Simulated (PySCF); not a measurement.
Static response to an electric field

Compound: C₄H₆F₄.
Geometry (GFN2-xTB, Å), atoms numbered from 1 in this order:
```xyz
14
C4H6F4 angstrom
F     -2.0868   -0.4159   -1.3266
C     -1.9375    0.1990   -0.1126
C     -0.5728   -0.1216    0.4921
F     -0.5316   -1.4423    0.8726
C      0.5731    0.1219   -0.5012
F      0.5322    1.4426   -0.8815
C      1.9369   -0.1991    0.1055
F      2.0847    0.4157    1.3196
H     -2.0309    1.2761   -0.2783
H     -2.7359   -0.1703    0.5378
H     -0.4220    0.4773    1.3990
H      0.4233   -0.4781   -1.4075
H      2.7363    0.1703   -0.5431
H      2.0305   -1.2758    0.2723
```

Level: CAM-B3LYP/def2-SVPD (PySCF), static field, nuclei fixed, core orbitals frozen in the response. The polarisability tensor in these axes (au):

```
x   58.11 -0.39  0.59
y   -0.39 49.83 -0.39
z    0.59 -0.39 49.96
```

Question: Diagonalise the tensor; give its mean and Δα, where Δα² is half the sum of the squared differences of the eigenvalues.

Answer: Principal values 49.49, 50.23 and 58.17 au; mean 52.63 au = 7.80 Å³ = 8.68 × 10⁻⁴⁰ C²·m²/J; Δα = 8.34 au (16 % of the mean).

Question: What is the dipole moment?

Answer: 0.00 D; point group Ci allows none.

Question: What are the principal values of the traceless quadrupole moment, Θ = ½Σq(3rr − r²1), about the centre of nuclear charge?

Answer: -10.62, -5.23, 15.85 D·Å. With no charge and no dipole, the values don't depend on the origin. The electronic extent ⟨r²⟩ about the same centre is 1012 bohr², a root-mean-square distance of 2.07 Å for the 66 electrons.

Question: Sum over states: ᾱ = Σ f/ω², ω in Eh. What share falls to these 8 lowest TDDFT singlets (eV, f)? 9.24, 0.0000; 9.31, 0.0015; 9.54, 0.0430; 9.64, 0.0000; 9.66, 0.0057; 9.72, 0.0322; 9.76, 0.0281; 9.81, 0.0000.

Answer: They add up to 0.88 au, 1.7 % of the 52.63 au; the largest single term is 0.35 au, from the state at 9.54 eV. Terms in order: 0.00, 0.01, 0.35, 0.00, 0.05, 0.25, 0.22, 0.00 au. Higher excitations give the rest. The strengths listed sum to 0.110.

Question: Estimate the molar refractivity from the static electronic polarisability.

Answer: Lorentz–Lorenz: R = (4π/3)N_A α = 2.5225 cm³/(mol·Å³) × 7.80 Å³ = 19.7 cm³/mol, in the limit of long wavelengths.

Question: What would n − 1 = 2πNα be for an ideal gas of these molecules at 400 K and 1 atm, electronic part alone?

Answer: N = p/kT = 1.8347 × 10¹⁹ cm⁻³, so n − 1 = 2π × N × 7.80 × 10⁻²⁴ cm³ = 899 × 10⁻⁶ at long wavelengths, for an ideal gas.

The structure is a single GFN2-xTB conformer in the gas phase; no vibrational or solvent corrections.
